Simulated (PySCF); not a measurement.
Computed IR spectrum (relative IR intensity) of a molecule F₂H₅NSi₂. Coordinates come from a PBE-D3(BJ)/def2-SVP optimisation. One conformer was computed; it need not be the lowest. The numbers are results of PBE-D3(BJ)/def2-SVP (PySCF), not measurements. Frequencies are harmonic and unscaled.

Lines under 2 % of the strongest are left out, and lines within 2 cm⁻¹ are merged.

ν (cm⁻¹): 307 (w), 441 (m), 579 (w), 586 (vw), 735 (m), 771 (w), 812 (w), 833 (w), 882 (s), 912 (w), 928 (m), 941 (vs), 953 (w), 1162 (s), 2200 (s), 2203 (vw), 2214 (w), 2222 (s), 3500 (w) (against the strongest line: vs over 80 %, s over 45 %, m over 15 %, w over 4 %, vw less)

**Question.** Which molecule gave these data?
A) F[SiH](F)N[SiH3]
B) N[SiH2][SiH](F)F
C) N[Si@@H](F)[SiH2]F
D) F[SiH2]N[SiH2]F

**Answer.** D, F[SiH2]N[SiH2]F
